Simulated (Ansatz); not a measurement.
`C[Si@@H](O)O[Si@H](O)Cl` → `[CH3]`• + `O[SiH]O[SiH](O)Cl`•  (homolysis of the C–Si bond)

Calculated with Ansatz (gas phase, PBE0-D4/def2-TZVP geometries, no zero-point term in ΔE). CBS: MP2 limit from def2 TZ/QZ plus the TZ coupled-cluster correction, frozen cores. This one scheme is used for every species. DFT in def2-TZVPP. Open shells (•) are unrestricted, without spin–orbit coupling. Each species was taken in one conformer, which may not be the lowest.

```
             level  ΔE (kcal/mol)
         r2SCAN-D4           93.0
           ωB97X-V          101.3
            B2PLYP           95.5
     HF/def2-TZVPP           72.8
    MP2/def2-TZVPP          101.2
CCSD(T)/def2-TZVPP           98.7
      HF/CBS(def2)           72.3
     MP2/CBS(def2)          103.2
```

Problem. What does CCSD(T)/CBS give? (An estimate is asked.)

Solution. The calculation gave: +100.7 kcal/mol. The listed levels differ from it by -7.7, 0.6, -5.2, -27.9, 0.5, -2.0, -28.4, 2.5 kcal/mol.

Largest T1 diagnostic among the species: 0.013.

In def2-TZVPP, CCSD(T) changes the Hartree–Fock value by +26.0 kcal/mol (the triples alone add +1.9 kcal/mol) and MP2 by +28.4 kcal/mol; breaking electron pairs costs correlation energy, which Hartree–Fock lacks. From PBE to PBE0 (25 % exact exchange), in def2-TZVPP and without D4, ΔE moves by +1.1 kcal/mol. The D4 term adds +3.1 kcal/mol with B3LYP and +1.7 kcal/mol with PBE0; it sums over pairs of atoms, weighted by their polarisabilities, and B3LYP, whose exchange is more repulsive, gets the larger term.

B3LYP here is the variant with VWN-RPA as its local correlation; programs differ in this.
